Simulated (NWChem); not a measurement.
Molecule: C₃H₃FO₂; SMILES O1C=C(F)OC1

```xyz
9

F      0.0378    -2.0183     0.0207
C      0.1026    -0.7182    -0.0059
C      1.1374     0.1218     0.0302
O      0.6464     1.4081    -0.1192
C     -0.7224     1.2735     0.1564
O     -1.0753    -0.0675    -0.1461
H      2.2091    -0.0367     0.0810
H     -0.9144     1.4534     1.2378
H     -1.3096     1.9612    -0.4672
```
Atoms are numbered in this order, from 1.

Results from NWChem. Pople sets run with spherical d functions. Coordinates come from a PBE0/def2-SVP optimisation. Total energies compare along this basis series because the functional is fixed.

```csv
level,basis functions,energy (Ha),highest occupied level (eV),orbital gap (eV),dipole (D)
PBE/STO-3G,33,-361.0137,-1.16,4.58,0.44
PBE/3-21G,60,-363.9274,-4.25,4.67,0.77
PBE/6-31G*,90,-365.9433,-4.31,4.74,0.69
PBE/6-31+G*,114,-365.9653,…,4.56,0.92
PBE/6-311G**,126,-366.0518,-4.58,4.69,0.81
PBE/6-311++G**,153,-366.0644,-4.87,4.45,0.96
```

What belongs in the gaps?


- PBE/6-31+G*, highest occupied level (eV): -4.80
